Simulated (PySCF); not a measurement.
Selenium: a sound run and one with changed settings

Sound run: Se [Ar] 3d10 4s2 4p4, Se⁺ [Ar] 3d10 4s2 4p3. Computed with PySCF 2.14 in Sapporo-DKH3-DZP-2012, with scalar relativity by spin-free X2C-1e. The sound run starts from symmetry-adapted Hartree-Fock orbitals and uses a fine grid where one is needed.

A second run was set up differently.

```json
{"species": "Se", "method": "UHF", "sound run (hartree)": "-2428.01033", "changed run (hartree)": "-2428.01033", "converged": "yes"}
{"species": "Se", "method": "MN15", "sound run (hartree)": "-2431.36156", "changed run (hartree)": "-2431.36132", "converged": "yes"}
{"species": "Se", "method": "B3LYP", "sound run (hartree)": "-2429.80539", "changed run (hartree)": "-2429.80524", "converged": "yes"}
{"species": "Se⁺", "method": "UHF", "sound run (hartree)": "-2427.69846", "changed run (hartree)": "-2427.69846", "converged": "yes"}
{"species": "Se⁺", "method": "MN15", "sound run (hartree)": "-2431.01412", "changed run (hartree)": "-2431.01412", "converged": "yes"}
{"species": "Se⁺", "method": "B3LYP", "sound run (hartree)": "-2429.44584", "changed run (hartree)": "-2429.44584", "converged": "yes"}
```

Ionisation energy of Se:

| method | sound run (eV) | changed run (eV) |
| --- | --- | --- |
| UHF | 8.486 | 8.486 |
| MN15 | 9.454 | 9.448 |
| B3LYP | 9.784 | 9.780 |

Question: What was changed?
A. angular grid far too coarse
B. too few SCF iterations
C. a valence shell is frozen
D. all electrons correlated in a valence basis

Answer: A. It used 26 angular points. A coarse angular grid integrates products of high-l functions wrongly, so density functionals can shift, and the SCF can exploit the error; Hartree-Fock and MP2 need no grid.
